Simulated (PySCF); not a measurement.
Vertical excitations of a molecule C₂H₈ClNSi from TDA-M06-2X/def2-SVPD run with PySCF, as energy in eV (oscillator strength): 7.04 (0.046), 7.91 (0.018), 7.95 (0.006), 8.13 (0.055), 8.24 (0.034), 8.32 (0.039), 8.38 (0.050), 8.58 (0.049), 8.75 (0.044), 8.89 (0.033). Lowest triplet (TDA): 6.72 eV. Geometry: B3LYP-D3(BJ)/def2-SVP. The values are those of a single conformer.

**Question.** Which structure fits?
A. CNC[SiH2]Cl
B. C[C@H](N)[SiH2]Cl
C. CN(C)[SiH2]Cl
D. CC[SiH](N)Cl

**Answer.** D, CC[SiH](N)Cl
